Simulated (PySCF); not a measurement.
Computed structure and properties of BiH3(NH3)

System: BiH3(NH3) (singlet); start: template (C3v). Method: PySCF 2.14.0, RKS PBE0, Bi def2-SVP with ECP60, H def2-SVP, N def2-SVP; non-relativistic Hamiltonian with scalar-relativistic core potentials where named; density fitting; no spin-orbit coupling.

Input of the relaxation:

```python
mol = gto.M(atom='''
Bi     0.09914    -0.09914     0.09914
H      1.27694     1.07866     1.27694
H     -1.07866    -1.27694     1.27694
H      1.27694    -1.27694    -1.07866
N     -1.26336     1.26336    -1.26336
H     -1.87656     1.87656    -0.72636
H     -0.72636     1.87656    -1.87656
H     -1.87656     0.72636    -1.87656''',
    basis={'Bi': 'def2-SVP', 'H': 'def2-SVP', 'N': 'def2-SVP'},
    ecp={'Bi': 'def2-SVP'},
    charge=0, spin=0)
mf = dft.RKS(mol, xc='PBE0')
mf.grids.atom_grid = (50, 194)
mf = mf.density_fit()  # fitting sets: Bi def2-universal-JKFIT, H def2-universal-JKFIT, N def2-universal-JKFIT
mf.conv_tol = 1e-08; mf.max_cycle = 55
mf.kernel(dm0)  # dm0: converged density of the start geometry
# quasi-Newton relaxation in Cartesian coordinates to a largest gradient under 0.00045 Eh/bohr, steps kept in the point group
```

Run from Python with OMP_NUM_THREADS=2; the lines above give its settings. Where DIIS fails, smearing, a level shift and second-order steps follow.
It took 64 s on 2 threads of Intel(R) Xeon(R) Processor @ 2.50GHz (Skylake/Cascade Lake), on a shared host, from the converged density of the start.

Course of the relaxation:

```tsv
step	energy above end (eV)	largest force component within the symmetry (eV/Å)
0	2.8189	2.058
1	1.9918	1.211
2	1.0580	0.786
3	0.5250	0.339
4	0.3162	0.294
5	0.2111	0.252
6	0.1148	0.363
7	0.0628	0.368
8	0.0443	0.356
9	0.0294	0.175
10	0.0125	0.076
11	0.0050	0.047
12	0.0008	0.017
13	0.0000	0.004
```

Relaxed geometry (C3v):

```xyz
8

Bi    0.4542   -0.4542    0.4542
H     1.6617    0.1253    1.6617
H    -0.1253   -1.6617    1.6617
H     1.6617   -1.6617   -0.1253
N    -1.7823    1.7823   -1.7823
H    -2.3958    2.3958   -1.2469
H    -1.2469    2.3958   -2.3958
H    -2.3958    1.2469   -2.3958
```

| contact | Å |
| --- | --- |
| Bi1–H2 (H) | 1.803 |
| Bi1–H3 (H) | 1.803 |
| Bi1–H4 (H) | 1.803 |
| Bi1–N5 (NH3) | 3.874 |

Some metal–ligand contacts ended over 25 % longer than in the template from which the work began, so those ligands are loosely bound or lost.

On the finer grid (75, 302):

* HOMO: -6.98 eV
* LUMO: 0.35 eV
* Dipole about the centre of mass: 3.60 D
* Set of Mulliken populations of Bi1 outside the core potential: s 3.89, p 8.81, d 10.07
* D3(BJ) dispersion energy (not in the energies): -0.081 eV

```csv
atom,Mulliken (e),Löwdin (e),spin (e)
Bi1,0.23,0.25,0.00
H2,-0.09,-0.09,0.00
H3,-0.09,-0.09,0.00
H4,-0.09,-0.09,0.00
N5,-0.27,-0.15,0.00
H6,0.10,0.06,0.00
H7,0.10,0.06,0.00
H8,0.10,0.06,0.00
```

On the grid (50, 194), as all that follows. Harmonic modes: 2 unstable but soft, so probably a saddle point, though modes this soft are near the noise (counted below −25 cm⁻¹); lowest -33 cm⁻¹ (negative: unstable), highest 3635 cm⁻¹, zero-point energy 1.447 eV.

Taking off one H (charge -1, singlet; the rest: singlet) in vacuum, both parts rigid, costs 10.93 eV; the small basis without counterpoise inflates it. Most of it is the attraction of opposite charges; other ways to part are cheaper, and one spin state was tried for the rest.

Rigid scan of H along the line from its metal:

(distance to H2 (Å), energy (eV)): (1.50, 0.829), (1.60, 0.318), (1.70, 0.069), (1.80, 0.000), (1.90, 0.053), (2.00, 0.187), (2.20, 0.594), (2.50, 1.325), (2.90, 2.243), (3.40, 3.129)

Taking off one NH3 (charge 0, singlet; the rest: singlet) in vacuum, both parts rigid, costs 0.07 eV; the small basis without counterpoise inflates it.

Rigid scan of NH3 along the line from its metal:

| distance to N5 (Å) | energy (eV) |
| --- | --- |
| 3.57 | 0.015 |
| 3.67 | 0.006 |
| 3.77 | 0.002 |
| 3.87 | 0.000 |
| 3.97 | 0.001 |
| 4.07 | 0.003 |
| 4.27 | 0.010 |
| 4.57 | 0.024 |
| 4.97 | 0.040 |
| 5.47 | 0.053 |

One start shape was tried, so this needn't be the lowest isomer.
